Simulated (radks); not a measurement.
Rh0.5-, configuration [Kr] 4d6.5 5s1 5p2 (fractional occupations, a model configuration).

Method: Dirac Kohn-Sham, PBE, spin-unpolarised, spherical densities, finite nucleus; open shells are shared between the two j in proportion to 2j + 1; Fermi nuclear charge, rms radius 4.4945 fm; computed with a radial shooting solver on a logarithmic mesh with Libxc functionals.

Energy parts (hartree):
total: -4784.56133
kinetic: 4987.99129
electron-nucleus: -11575.07167
Hartree: 1940.98911
exchange-correlation: -138.47007

Orbitals (lengths in bohr, moments of r in powers of bohr; <r^-3> diverges for s and p1/2; r(90%) holds 90 % of the orbital's charge):
orbital      occ.  eigenvalue (hartree)  <r^-3>  r(90%)   <1/r>
1s1/2           2             -846.3732       -  0.0585   47.05
2s1/2           2             -122.8621       -   0.219   10.79
2p1/2           2             -113.7702       -   0.197   10.77
2p3/2           4             -108.4559    3021   0.204   10.17
3s1/2           2             -22.13078       -   0.576   3.744
3p1/2           2             -18.57254       -   0.578   3.647
3p3/2           4             -17.65816   527.8   0.593   3.503
3d3/2           4             -11.36009   79.64   0.585   3.330
3d5/2           6             -11.17974   75.36   0.590   3.293
4s1/2           2              -3.22633       -    1.42   1.414
4p1/2           2              -2.13964       -    1.55   1.295
4p3/2           4              -1.99370   84.29    1.60   1.251
4d3/2         2.6              -0.37085   7.490    2.30  0.9310
4d5/2         3.9              -0.35438   7.009    2.33  0.9191
5s1/2           1              -0.17850       -    4.50  0.4317
5p1/2    0.666667              -0.02245       -    6.92  0.2998
5p3/2     1.33333              -0.01595   3.659    7.32  0.2852

The highest occupied level is 5p3/2 at -0.434 eV. Summed over all electrons, <r^2> = 89.36 bohr^2, which gives a Langevin (diamagnetic) susceptibility term of -70.8 x 10^-6 cm^3/mol.
